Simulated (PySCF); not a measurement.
# Spinor energies of Hg⁵²⁺ (mercury, charge +52)

Start: [Ar] 3d10. Calculated with PySCF 2.14 in an even-tempered Gaussian basis (18 s from 4.9 bohr⁻², ratio 2.6; 15 p from 6.4 bohr⁻², ratio 2.6; 10 d from 6.4 bohr⁻², ratio 2.6; 5 f from 6.6 bohr⁻², ratio 2.8): generalised Hartree-Fock with the X2C-1e Hamiltonian and a Gaussian nucleus; spin-orbit coupling (SO) screened by Boettger's factors.

| spinor shell | electrons | ε, screened SO (eV) | weight of nominal j (screened SO) | rms radius, screened SO (bohr) |
| --- | --- | --- | --- | --- |
| 1s1/2 | 2 | -86475.1 | 1.000 | 0.0187 |
| 2s1/2 | 2 | -17819.9 | 1.000 | 0.0754 |
| 2p1/2 | 2 | -17204.7 | 1.000 | 0.0638 |
| 2p3/2 | 4 | -15241.1 | 1.000 | 0.0718 |
| 3s1/2 | 2 | -6319.7 | 1.000 | 0.189 |
| 3p1/2 | 2 | -6050.4 | 1.000 | 0.180 |
| 3p3/2 | 4 | -5587.7 | 1.000 | 0.195 |
| 3d3/2 | 4 | -5162.0 | 1.000 | 0.170 |
| 3d5/2 | 6 | -5062.4 | 1.000 | 0.174 |

```
   quantity   screened SO
E (hartree)  -17566.35845
        M_J             0
       ⟨J²⟩         0.000
       ⟨L²⟩         0.087
       ⟨S²⟩         0.087
```

Breit and QED terms are absent; they matter most for the inner s and p1/2 levels.

Densities and radii are taken from the X2C orbitals without a picture-change correction, which distorts them close to the nucleus.
